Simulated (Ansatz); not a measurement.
Z-matrix (Å, degrees):
```
C
Al 1 1.949
H 1 1.094 2 111.5
H 1 1.093 2 112.3 3 121.7
H 1 1.095 2 110.3 3 -118.7
S 2 2.254 1 117.9 3 -143.0
S 2 2.432 1 111.9 3 -84.8
H 2 1.581 1 125.2 3 50.2
H 7 1.351 2 97.1 1 -10.9
```

The species carries charge 0 and has multiplicity 1. The bonds changed during the relaxation, so this is another structure than the one it started from.

List the PBE/def2-TZVPP orbital energies in eV (the Gaussian-basis code of Ansatz). (Estimate.)

The calculation gave: Occupied: -2397.51, -2395.97, -1506.40, -268.25, -210.37, -208.88, -156.54, -156.43, -156.29, -155.13, -154.86, -154.79, -106.66, -68.73, -68.61, -68.50, -20.47, -16.68, -16.24, -11.34, -10.30, -9.63, -9.55, -9.33, -7.91, -6.98, -6.48, -6.05. Lowest empty: -2.43, -1.06, -0.75, -0.18, 0.32, 1.66, 1.97, 2.19.
